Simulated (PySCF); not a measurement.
## How methods differ on the excitation energy of Ru⁺

Ru⁺ [Kr] 4d7 (4F) → Ru⁺ [Kr] 4d6 5p1 (high-spin determinant), as a difference of total energies. Calculation: PySCF 2.14, in x2c-TZVPPall (8s6p6d2f1g, 79 functions); the spin-free X2C one-electron Hamiltonian (Gaussian nucleus). Correlated levels: valence: [Kr] frozen; valence and next inner shell: [Ar] 3d10 frozen. The calculations carry no spin-orbit coupling.

```
                                method  excitation energy (cm⁻¹)
                                   UHF                     38646
                                   LDA                     47349
                                   PBE                     46513
                                  PBE0                     46290
                                r2SCAN                     45764
                                  BP86                     47124
                                B2PLYP                     47549
                                PBEsol                     46417
                               LC-wPBE                     47662
                         MP2 (valence)                     46406
                     SCS-MP2 (valence)                     49454
    MP2 (valence and next inner shell)                     45876
SCS-MP2 (valence and next inner shell)                     47473
```

A first-order spin-orbit estimate (lowest level to lowest level, LS coupling) adds 0.120 eV.

The basis was made for the ground configuration and has no added diffuse functions, so the excitation energy can come out too high.

The determinant of the upper state mixes LS terms, which raises its energy above the lowest term, most at the Hartree-Fock and MP2 levels.
